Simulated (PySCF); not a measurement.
How the method moves the HOMO and LUMO of `SC1CCCCC1`

C6H12S.
SMILES with atom numbers: `[SH:1][CH:2]1[CH2:3][CH2:4][CH2:5][CH2:6][CH2:7]1` (hydrogens: H8 on S1; H9 on C2; H10, H11 on C3; H12, H13 on C4; H14, H15 on C5; H16, H17 on C6; H18, H19 on C7)

Geometry (PBE0-D3(BJ)/def2-SVP, Å), atoms numbered from 1 in this order:
```xyz
19
C6H12S angstrom
S      2.6831   -1.1908    0.2432
C      1.1055   -0.4295   -0.2788
C     -0.0182   -1.4046    0.0640
C     -1.3798   -0.8351   -0.3231
C     -1.6194    0.5292    0.3144
C     -0.4935    1.5006   -0.0227
C      0.8683    0.9314    0.3669
H      3.4877   -0.2030   -0.2051
H      1.1382   -0.3106   -1.3758
H      0.0057   -1.6022    1.1512
H      0.1576   -2.3701   -0.4365
H     -2.1752   -1.5418   -0.0370
H     -1.4329   -0.7381   -1.4226
H     -1.6793    0.4110    1.4115
H     -2.5907    0.9383   -0.0073
H     -0.6530    2.4686    0.4789
H     -0.5054    1.7095   -1.1080
H      0.9293    0.8108    1.4628
H      1.6741    1.6286    0.0844
```

Basis pcSseg-1 throughout (PySCF), one geometry. Isolated species at its PBE0-D3(BJ)/def2-SVP geometry (one conformer only).

Task: How do the orbital energies, the gap and the dipole change with the method?

Result: 
| method | kind | HOMO (eV) | LUMO (eV) | gap (eV) | μ (D) | SCF cycles |
| --- | --- | --- | --- | --- | --- | --- |
| B97-D | GGA | -5.40 | -0.20 | 5.19 | 1.84 | 14 |
| OPBE | GGA | -5.40 | -0.13 | 5.27 | 1.89 | 14 |
| PBE | GGA | -5.42 | -0.31 | 5.10 | 1.84 | 13 |
| KT3 | GGA | -5.50 | -0.35 | 5.14 | 1.79 | 14 |
| LDA | LDA | -5.53 | -0.51 | 5.02 | 1.88 | 14 |
| B97-2 | global hybrid | -6.44 | 0.59 | 7.03 | 1.89 | 13 |
| PBE0 | global hybrid | -6.69 | 0.61 | 7.30 | 1.90 | 12 |
| mPW1PW91 | global hybrid | -6.71 | 0.62 | 7.33 | 1.90 | 12 |
| wB97X-D | range-separated hybrid | -8.60 | 2.40 | 11.00 | 1.93 | 13 |

The HOMO spans 3.21 eV, from B97-D down to wB97X-D, and the gap runs from 5.02 eV (LDA) to 11.00 eV (wB97X-D). Over the methods B97-D (0 %), OPBE (0 %), PBE (0 %), KT3 (0 %), LDA (0 %), B97-2 (21 %), PBE0 (25 %), mPW1PW91 (25 %), a straight line through the gap against the share of exact exchange rises by 0.88 eV for each 10 % (correlation coefficient 0.998). The dipole ranges from 1.79 D (KT3) to 1.93 D (wB97X-D). This basis has no diffuse functions.

The vertical ΔSCF ionisation energy at PBE0/def2-SVPD is 8.88 eV; −ε(HOMO) comes closest to it with wB97X-D (8.60 eV).
